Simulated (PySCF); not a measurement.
# CdN: one state, many levels of theory

State: ⁴Σ⁻ (quartet), unpaired electrons σ ↑, π ↑↑. Set-up: basis Cd x2c-TZVPPall, N x2c-TZVPPall; spin-free X2C with a Gaussian nucleus; PySCF 2.14. De refers to Cd + N in their high-spin ground configurations, without counterpoise correction. The functionals are run spin-unrestricted. A positive dipole means Cd(−)N(+). Levels whose curve was spin-contaminated or gave no clean fit are not listed.

```tsv
Level	Re (Å)	ωe (cm⁻¹)	De (eV)	μ (D)	CPU s a point (SCF and correlation, without the integrals)
PBE	2.322	255	0.366	-1.28	2.6
TPSS	2.298	273	0.338	-1.37	3.7
r²SCAN	2.315	249	0.271	-1.13	3.6
PBE0	2.334	222	0.172	-1.24	5.8
B97-3	2.506	128	0.082	-1.03	3.6
MN15	2.474	133	0.115	-0.60	5.7
LC-ωPBE	2.191	350	0.217	-1.91	7.3
```

The bond length runs from 2.191 Å (LC-ωPBE) to 2.506 Å (B97-3). De spans 0.08 eV (B97-3, global hybrid GGA) to 0.37 eV (PBE, GGA).

The bond is weak. Basis-set superposition, not corrected here, can be much of De in a small basis, most of all at correlated wavefunction levels. Functionals without a dispersion term scatter widely for such bonds, and LDA overbinds them. Spin–orbit coupling is left out. The state is the lowest determinant that a PBE0 search found; another state may lie lower at other levels.

The whole job (state search and all levels along the bond) took about 34 min on 2 threads of Arm Neoverse V1 (shared host), peak memory 5.5 GiB.
